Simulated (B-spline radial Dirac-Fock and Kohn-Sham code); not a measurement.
**Dipole and non-dipole photoemission parameters of N³⁺ 2s**

System: N³⁺, [He] 2s2; threshold 74.90 eV (orbital energy of the model). Level of theory: Dirac-Hartree-Slater photoionisation with a Latter tail; cross sections with all multipoles, angular parameters from the dipole term and its interference with E2; a radial B-spline solver.

For linearly polarised light dσ/dΩ = σ/(4π) [1 + β P₂(cos θ) + (δ + γ cos²θ) sin θ cos φ], with θ from the polarisation vector and φ the angle between the beam and the projection of the electron momentum on the plane normal to the polarisation.

```tsv
hν (eV)	σ (kb)	β	γ
88.4	865	2.000	-0.009
100	705	2.000	-0.015
133	427	2.000	0.000
150	342	2.000	0.015
196	204	2.000	0.057
211	176	2.000	0.071
364	54.5	2.000	0.198
400	43.8	2.000	0.224
770	8.84	2.000	0.452
800	?	?	?
1050	3.97	2.000	0.576
1100	3.52	2.000	0.596
1486.9	1.58	2.000	0.735
1930	0.775	2.000	0.878
2000	0.701	2.000	0.900
2450	0.395	2.000	1.031
2840	0.258	2.000	1.133
4280	0.0765	2.000	1.441
4720	0.0570	2.000	1.521
5450	0.0369	2.000	1.645
5790	0.0307	2.000	1.700
5880	0.0293	2.000	1.714
6010	0.0274	2.000	1.735
7820	0.0122	2.000	2.007
8047.8	0.0112	2.000	2.039
11700	0.00344	2.000	2.495
12100	0.00309	2.000	2.540
15000	0.00156	2.000	2.839
```

**Question.** Give the values at 800 eV.

**Answer.** σ = 8.02 kb, β = 2.000, γ = 0.467. For an s subshell δ is negligible.

Values without a named source are computed, but for edge energies of neutral atoms, which are taken from tables.
